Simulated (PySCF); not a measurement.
Molecular orbitals of SnO⁺

PBE0 at R = 1.984 Å; Sn cc-pVTZ-PP with ECP28, O cc-pVTZ; scalar-relativistic core potentials (PySCF 2.14). State: ²Π (doublet), unpaired electrons π ↑. Only the outer orbitals are listed, counted within each symmetry, core potentials removing the inner ones.

| spin | orbital | occ. | ε (eV) | on Sn (%) | main shells (%) |
| --- | --- | --- | --- | --- | --- |
| α | 5σ | 1 | -32.87 | 15 | 84 O s, 10 Sn d |
| α | 6σ | 1 | -19.62 | 70 | 69 Sn s, 26 O p |
| α | 3π | 1 | -17.80 | 6 | 94 O p |
| α | 3π | 1 | -15.87 | 10 | 90 O p |
| α | 7σ | 1 | -15.44 | 47 | 52 O p, 25 Sn s, 20 Sn p |
| α | 4π | 0 | -9.33 | 97 | 96 Sn p |
| α | 4π | 0 | -9.08 | 94 | 93 Sn p |
| α | 8σ | 0 | -6.31 | 93 | 78 Sn p, 10 Sn d, 9 O p |
| β | 5σ | 1 | -30.72 | 13 | 86 O s |
| β | 6σ | 1 | -19.34 | 75 | 74 Sn s, 19 O p |
| β | 3π | 1 | -15.05 | 14 | 86 O p, 11 Sn p |
| β | 7σ | 1 | -14.94 | 43 | 56 O p, 23 Sn p, 18 Sn s |
| β | 3π | 0 | -11.06 | 47 | 53 O p, 44 Sn p |
| β | 4π | 0 | -9.04 | 91 | 89 Sn p, 9 O p |
| β | 4π | 0 | -8.34 | 61 | 55 Sn p, 40 O p |

**Question.** Which are the highest filled and the lowest empty level, where do they sit, and how wide is the gap?

**Answer.** Highest filled β 7σ at -14.94 eV (in %: 56 O p, 23 Sn p, 18 Sn s); lowest empty β 3π at -11.06 eV (in %: 53 O p, 44 Sn p); the gap at PBE0 is 3.88 eV.

```json
{
  "bond order (Mayer)": "1.26",
  "⟨S²⟩": "0.757",
  "charge on Sn (Mulliken, basis-dependent)": "1.21",
  "charge on Sn (Löwdin, basis-dependent)": "1.12",
  "dipole moment (positive dipole points towards O; it is taken about the centre of mass and depends on that origin)": "-2.55 D",
  "polarisability along the bond": "36.0 bohr³",
  "polarisability across the bond": "25.8 bohr³"
}
```

Spin–orbit coupling is left out. The state is the lowest determinant that a PBE0 search found; another state may lie lower at other levels.
